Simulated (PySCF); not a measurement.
Cl2GeH4OSi, SMILES Cl[SiH](Cl)[O][GeH3].

Geometry: B3LYP-D3(BJ)/def2-SVP. This is a generated structure with no PubChem entry under its InChIKey; it may be hypothetical. The values are those of a single conformer.

Method: TDDFT-PBE/def2-SVPD in PySCF.

Vertical excitations. The molecule is in vacuum.

```
state  energy (eV)  λ (nm)      f                                                  main pairs
-----  -----------  ------  -----  ----------------------------------------------------------
S1            6.33     196  0.004                                              HOMO→LUMO 97 %
S2            6.69     185  0.007                          HOMO−1→LUMO 77 %, HOMO−2→LUMO 18 %
S3            6.75     184  0.029        HOMO−2→LUMO 66 %, HOMO−3→LUMO 18 %, HOMO−1→LUMO 14 %
S4            6.82     182  0.013                                            HOMO→LUMO+1 96 %
S5            6.85     181  0.017                          HOMO−3→LUMO 80 %, HOMO−2→LUMO 13 %
S6            7.00     177  0.000                          HOMO−4→LUMO 84 %, HOMO→LUMO+2 14 %
S7            7.04     176  0.011                          HOMO→LUMO+2 80 %, HOMO−4→LUMO 13 %
S8            7.25     171  0.001                      HOMO−2→LUMO+1 51 %, HOMO−1→LUMO+1 38 %
S9            7.30     170  0.007  HOMO−1→LUMO+1 37 %, HOMO−2→LUMO+1 32 %, HOMO−1→LUMO+2 17 %
S10           7.32     169  0.016                                          HOMO−3→LUMO+1 80 %
T1            6.10     203      0                                              HOMO→LUMO 97 %
T2            6.47     192      0                          HOMO−2→LUMO 55 %, HOMO−1→LUMO 35 %
T3            6.58     188      0                          HOMO−1→LUMO 59 %, HOMO−2→LUMO 35 %
T4            6.63     187      0                                            HOMO→LUMO+1 96 %
```
Triplets are in the Tamm–Dancoff approximation, which puts them higher than full response would, so one can lie above its singlet here.
